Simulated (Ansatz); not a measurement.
Reaction (homolysis of the C–O bond): `BOCF` → `[CH2]F`• + `B[O]`•

Calculated with Ansatz (gas phase, PBE0-D4/def2-TZVP geometries, no zero-point term in ΔE). CCSD(T)/CBS is the MP2 limit (def2-TZVPP, def2-QZVPP) plus CCSD(T) − MP2 in def2-TZVPP, frozen cores. This one scheme is used for every species. DFT in def2-TZVPP. B3LYP here is the variant with VWN-RPA as its local correlation; programs differ in this. No spin–orbit coupling; open shells (•) take unrestricted orbitals. Each species was taken in one conformer, which may not be the lowest.

`BOCF`:

Z-matrix (Å, degrees):
```
C
O 1 1.389
F 1 1.363 2 108.8
H 1 1.095 2 111.1 3 119.0
H 1 1.092 2 108.4 3 -117.3
B 2 1.350 1 121.3 3 -102.0
H 6 1.201 2 119.7 1 -2.8
H 6 1.193 2 116.8 1 178.0
```

`[CH2]F`•:

Cartesian coordinates in Å:
```
C -0.012 -0.023 -0.144
F 0.118 1.052 0.629
H -1.006 -0.447 -0.176
H 0.900 -0.582 -0.309
```

`B[O]`•:

Cartesian coordinates in Å:
```
B 0.000 0.012 -0.014
O 0.022 -0.844 0.939
H -0.957 0.066 -0.755
H 0.936 0.765 -0.170
```

Task: What is ΔE at CCSD(T)/CBS? (An estimate is asked.)

Result: The calculation gave: +92.9 kcal/mol.

Task: What do these levels give: BLYP-D4, PBE0-D4, B3LYP, r2SCAN0, RPA@PBE/def2-TZVPP, HF/CBS(def2)? (Best estimate.)

Result: Computed: BLYP-D4 78.3, PBE0-D4 86.0, B3LYP 81.0, r2SCAN0 81.8, RPA@PBE/def2-TZVPP 86.0, HF/CBS(def2) 61.8 kcal/mol.

Largest T1 diagnostic among the species: 0.040.

From BLYP to BHLYP (50 % exact exchange), in def2-TZVPP and without D4, ΔE moves by +7.3 kcal/mol. The D4 term adds +1.9 kcal/mol with B3LYP and +1.0 kcal/mol with PBE0; it sums over pairs of atoms, weighted by their polarisabilities, and B3LYP, whose exchange is more repulsive, gets the larger term. Leaving LDA and LC-ωPBE aside and taking each functional with its dispersion term where it has one, the values, not all of them listed here, spread over 14.2 kcal/mol, from BLYP-D4 to PBE-QIDH. LDA lies +17.2 kcal/mol from PBE without D4, its usual overbinding.
